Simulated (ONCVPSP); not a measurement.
u(r) = r·R(r): atom against pseudo-atom (Mg)

Columns: radius, all-electron u(r) and pseudo u(r) of the 3p shell (level -1.59 eV) of magnesium in the configuration [Ne] 3s1.75 3p0.25; LDA (Perdew-Zunger), scalar-relativistic, ONCV scheme, ONCVPSP 4.0.1.

```json
{"r (bohr)": "0.190", "all-electron": "-0.1096", "pseudo": "0.0049"}
{"r (bohr)": "0.380", "all-electron": "-0.1676", "pseudo": "0.0195"}
{"r (bohr)": "0.570", "all-electron": "-0.1430", "pseudo": "0.0428"}
{"r (bohr)": "0.760", "all-electron": "-0.0790", "pseudo": "0.0739"}
{"r (bohr)": "0.950", "all-electron": "-0.0019", "pseudo": "0.1110"}
{"r (bohr)": "1.140", "all-electron": "0.0759", "pseudo": "0.1525"}
{"r (bohr)": "1.330", "all-electron": "0.1488", "pseudo": "0.1965"}
{"r (bohr)": "1.520", "all-electron": "0.2143", "pseudo": "0.2411"}
{"r (bohr)": "1.710", "all-electron": "0.2718", "pseudo": "0.2846"}
{"r (bohr)": "1.900", "all-electron": "0.3214", "pseudo": "0.3256"}
{"r (bohr)": "2.090", "all-electron": "0.3632", "pseudo": "0.3627"}
{"r (bohr)": "2.280", "all-electron": "0.3977", "pseudo": "0.3952"}
{"r (bohr)": "2.470", "all-electron": "0.4254", "pseudo": "0.4225"}
{"r (bohr)": "2.660", "all-electron": "0.4469", "pseudo": "0.4445"}
{"r (bohr)": "2.850", "all-electron": "0.4627", "pseudo": "0.4611"}
{"r (bohr)": "3.040", "all-electron": "0.4735", "pseudo": "0.4726"}
{"r (bohr)": "3.230", "all-electron": "0.4797", "pseudo": "0.4794"}
{"r (bohr)": "3.420", "all-electron": "0.4821", "pseudo": "0.4820"}
{"r (bohr)": "3.610", "all-electron": "0.4810", "pseudo": "0.4810"}
{"r (bohr)": "3.800", "all-electron": "0.4771", "pseudo": "0.4771"}
{"r (bohr)": "3.990", "all-electron": "0.4706", "pseudo": "0.4706"}
{"r (bohr)": "4.180", "all-electron": "0.4621", "pseudo": "0.4621"}
{"r (bohr)": "4.370", "all-electron": "0.4519", "pseudo": "0.4519"}
{"r (bohr)": "4.560", "all-electron": "0.4402", "pseudo": "0.4402"}
{"r (bohr)": "4.750", "all-electron": "0.4275", "pseudo": "0.4275"}
{"r (bohr)": "4.940", "all-electron": "0.4139", "pseudo": "0.4139"}
```

How many radial nodes do the two functions have?

The all-electron 3p function has n − l − 1 = 1; the pseudo-wave has 0, since the states of the same l below it are removed with the core.

At about which radius was the pseudo-wave matched?

3.80 bohr. The columns agree to 0.0005 from 3.23 bohr on; several derivatives are matched, so the curves merge somewhat inside the radius.

Where does each function peak?

Outermost all-electron maximum near 3.42 bohr, pseudo maximum near 3.42 bohr (to the table’s step).

Is the pseudo-wave norm-conserving?

Yes: the ONCV scheme keeps the norm inside the radius equal to the all-electron one, which fixes the energy derivative of the logarithmic derivative at the level.
